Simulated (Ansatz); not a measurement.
Job for Ansatz (an electronic-structure program): U-CCSD(T)/def2-TZVPP on HIZn (SMILES [ZnH][I]), a point of a bond scan (R = 3.062 Å). Elements past Kr take the def2 small-core potentials; no spin–orbit coupling. The run froze 18 orbitals, filled d shells among them.

Ansatz 0.2 input:
```yaml
crystal:
  periodic: [false, false, false]
  atoms:
    - {symbol: Zn, position_ang: [-0.00000000, -0.00000000, -1.52518202]}
    - {symbol: H, position_ang: [0.00000000, 0.00000000, -4.58671668]}
    - {symbol: I, position_ang: [0.00000000, 0.00000000, 0.92097000]}
basis:
  gaussian:
    orbitals: def2-TZVPP
correlation: {method: ccsd_t, electrons: outside_noble_gas}
scf: {omitted_lower_state_checks: [cluster_reference]}
magnetization: {spin_polarized: true, initial_magnetization: 0}
```

Output:

```
WARN ansatz: RAYON_NUM_THREADS=1 ignored (pool sized by the plan → 1); use --threads N
Functional definition: HF
these checks for a lower state are left out or cut short: cluster_reference
integrals: 0.35 GiB planned
996 factors; integrals over basis functions are off by at most 1.5e-3 eV
mean field: 0.56 GiB planned
mean field evaluation 1: about -56461.7353 eV, gradient 1.0e1 eV
mean field evaluation 2: about -56461.7397 eV, gradient 1.0e1 eV
mean field evaluation 4: about -56462.6987 eV, gradient 1.6e0 eV
mean field evaluation 8: about -56462.7316 eV, gradient 1.8e-3 eV
mean field evaluation 16: about -56462.7316 eV, gradient 3.3e-4 eV
mean field evaluation 32: about -56463.0622 eV, gradient 8.6e0 eV
mean field evaluation 64: about -56455.3622 eV, gradient 1.2e-4 eV
mean field evaluation 96: about -56464.0016 eV, gradient 5.6e-2 eV
mean field -56464.01414795 eV, -2075.0142472537 hartree, gradient 1.8e-6 eV, S^2 0.885510; 7 other end points of the search recorded, 0 dependent functions left out
18 core orbitals not correlated
reference -56464.01414795 eV, -2075.0142472537 hartree; 10, 10 occupied and 100, 100 virtual orbitals, 996 factors
second order -16.64829829 eV of doubles, -0.00000000 eV of singles
coupled cluster: 0.75 GiB planned
cycle   1  -15.31969386 eV  change     1.3e0 eV  update   1.0e-1
cycle   2  -15.81381746 eV  change   -4.9e-1 eV  update   4.3e-2
cycle   3  -15.91213071 eV  change   -9.8e-2 eV  update   2.4e-2
cycle   4  -15.89541261 eV  change    1.7e-2 eV  update   1.5e-2
cycle   5  -15.90122048 eV  change   -5.8e-3 eV  update   1.2e-2
cycle   6  -15.92300108 eV  change   -2.2e-2 eV  update   1.0e-2
cycle   7  -15.94518249 eV  change   -2.2e-2 eV  update   9.0e-3
cycle   8  -15.96781881 eV  change   -2.3e-2 eV  update   6.5e-3
cycle   9  -15.98639057 eV  change   -1.9e-2 eV  update   3.4e-3
cycle  10  -15.98594359 eV  change    4.5e-4 eV  update   1.4e-3
cycle  11  -15.98785640 eV  change   -1.9e-3 eV  update   6.4e-4
cycle  12  -15.98865953 eV  change   -8.0e-4 eV  update   3.0e-4
cycle  13  -15.98822448 eV  change    4.4e-4 eV  update   1.6e-4
cycle  14  -15.98848326 eV  change   -2.6e-4 eV  update   7.8e-5
cycle  15  -15.98837652 eV  change    1.1e-4 eV  update   3.6e-5
cycle  16  -15.98837350 eV  change    3.0e-6 eV  update   1.4e-5
coupled cluster: 0.75 GiB planned
perturbative correction -0.56942520 eV, -0.0209259899 hartree
Total energy: -56480.57194665 eV, -2075.6227351325 hartree
Checks for a lower state left out: cluster_reference
```

Self-consistency was reached. Its determinant has ⟨S²⟩ = 0.89, a mixture of spin states.

Cost: about 50 core-seconds (a rough figure).
